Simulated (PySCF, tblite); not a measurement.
Compound: C8H15 (charge +1).
Structure used (GFN2-xTB), in Å, numbered top down from 1:
```xyz
23
C8H15 angstrom
C      2.785   -0.117   -0.229
C      1.548    0.582    0.317
C      0.253    0.029   -0.299
C      0.001   -1.485   -0.171
C     -1.497   -1.617   -0.452
C     -2.077   -0.327    0.137
C     -1.002    0.653    0.098
C     -1.160    2.044    0.465
H      2.785   -1.174    0.020
H      2.851   -0.013   -1.309
H      3.674    0.330    0.207
H      1.624    1.652    0.115
H      1.501    0.443    1.399
H      0.305    0.251   -1.383
H      0.234   -1.803    0.846
H      0.604   -2.070   -0.858
H     -1.928   -2.512   -0.012
H     -1.681   -1.645   -1.527
H     -2.325   -0.470    1.200
H     -3.008    0.021   -0.319
H     -2.201    2.343    0.569
H     -0.652    2.206    1.424
H     -0.639    2.707   -0.228
```

Computed geometry: GFN2-xTB, gas phase.

Take the most abundant isotopes and a rigid rotor. The values belong to one conformer with, in the numbering `[CH3:1][CH2:2][C@H:3]1[CH2:4][CH2:5][CH2:6][C+:7]1[CH3:8]`, C1–C2–C3–C4 56°, C2–C3–C4–C5 162°, C3–C4–C5–C6 -34°, C4–C5–C6–C7 26°, C5–C6–C7–C8 175°.

Task: Give the principal moments of inertia and the rotational constants in MHz.

Result: Ia = 179.32, Ib = 304.95, Ic = 455.54 u·Å²; 505379 MHz·u·Å²/I gives A = 2818, B = 1657, C = 1109 MHz.

Task: Classify the top.

Result: An asymmetric top; Ray's κ = -0.359.

Task: What does the inertial defect say?

Result: Not planar: Δ = Ic − Ia − Ib = -28.72 u·Å². For a rigid frame Δ = −2 Σ m c², so Σ m c² = 14.36 u·Å² lies off the ab plane: 11.74 from hydrogen and 2.62 from heavier atoms. The atom farthest from that plane is 1.38 Å away.

Task: Give the other two planar moments, Paa and Pbb, and the rms extents of the mass along the axes.

Result: Paa = Σ m a² = (Ib + Ic − Ia)/2 = 290.59 and Pbb = Σ m b² = (Ia + Ic − Ib)/2 = 164.95 u·Å². With the mass M = 111.12 u, the rms extents √(P/M) along a, b and c are 1.62, 1.22, 0.36 Å.

Its GFN2-xTB frequencies are all real (lowest 80 cm⁻¹). Constants of a rigid frame at the computed geometry: no zero-point averaging, no centrifugal distortion.
